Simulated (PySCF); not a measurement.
boric acid (BH₃O₃), SMILES OB(O)O. Geometry: TPSSh-D3(BJ)/def2-SVP. Other conformers were not sampled.

These are TPSSh-D3(BJ)/def2-SVP (PySCF) values and carry that method's errors.

Harmonic wavenumbers (cm⁻¹): 285, 439, 450, 466, 511, 664, 878, 929, 1012, 1028, 1437, 1496, 3840, 3848, 3866. Rotational constants (GHz): 10.07, 9.719, 4.946; symmetry number 1.

### Question
Work out the zero-point energy and the ideal-gas rigid-rotor harmonic-oscillator thermochemistry at 298.15 K and 1 atm.

### Answer
ZPE = ½ Σ hcν = ½ × 21149 cm⁻¹ = 126.50 kJ/mol. H − E(el) = 141.03 kJ/mol. Entropy in J/(mol K): translation 160.18, rotation 100.46, vibration 22.32, total 282.97. G − E(el) = 56.66 kJ/mol. Cp = 74.14 J/(mol K).
